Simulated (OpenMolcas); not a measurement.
## Pt3+: moving or changing the point charges

Pt3+ among 4 point charges of -2 e arranged as a tetrahedron (Td), 1.91 Å from the ion.
```
   1.1027    1.1027    1.1027  -2.00
   1.1027   -1.1027   -1.1027  -2.00
  -1.1027    1.1027   -1.1027  -2.00
  -1.1027   -1.1027    1.1027  -2.00
```

```yaml
Program: OpenMolcas 26.06
Method: CASSCF
Basis: ANO-RCC-VTZP [8s7p5d3f1g]
Scalar_Hamiltonian: DKH2, point nucleus
Active_space: 7 electrons in 5 orbitals (5d)
State_averaging: 2S+1 = 4 even, 10 roots; 2S+1 = 2 even, 40 roots
Spin-orbit_coupling: RASSI with atomic mean-field integrals over the reference wave functions
```

Runs around this geometry, states (labels of Td). Energies in cm-1 above the lowest state or level, χT in cm3 K/mol.

```json
{"R (Å)": "1.91", "q (e)": "-1.6", "Ground state": "4A2", "First state of that spin": "4T2 3490", "First gap with spin-orbit (degeneracies)": "1965 (4, 4)", "χT at 300 K": "4.222", "First state of another spin": "2E 16664"}
{"R (Å)": "1.8", "q (e)": "-2", "Ground state": "4A2", "First state of that spin": "4T2 4870", "First gap with spin-orbit (degeneracies)": "2875 (4, 4)", "χT at 300 K": "4.065", "First state of another spin": "2T1 16933"}
{"R (Å)": "1.91", "q (e)": "-2", "Ground state": "4A2", "First state of that spin": "4T2 3985", "First gap with spin-orbit (degeneracies)": "2284 (4, 4)", "χT at 300 K": "4.162", "First state of another spin": "2E 16796"}
{"R (Å)": "1.99", "q (e)": "-2", "Ground state": "4A2", "First state of that spin": "4T2 3426", "First gap with spin-orbit (degeneracies)": "1927 (4, 4)", "χT at 300 K": "4.226", "First state of another spin": "2E 16669"}
```

Taking the first state of the same spin as R^-n, n = -ln(3426 / 4870) / ln(1.99 / 1.8) = 3.5 between the shortest and longest distance.

Scaling the charges by -1.6 / -2 = 0.80 scales the first state of the same spin by 3490 / 3985 = 0.88; with fixed orbitals a first-order splitting would follow the charge.

Without dynamic correlation the repulsion within the d shell is too large (B by tens of per cent), so at a given field states of lower spin stand too high. Spin-orbit coupling mixes the spin-free states strongly: the lowest level takes only 48 % from its leading state, 4A2 (figures for R = 1.91, q = -1.6; the like holds for R = 1.8, q = -2, R = 1.91, q = -2, R = 1.99, q = -2). This is an electrostatic model: the charges have no orbitals. No measured value stands beside these numbers.
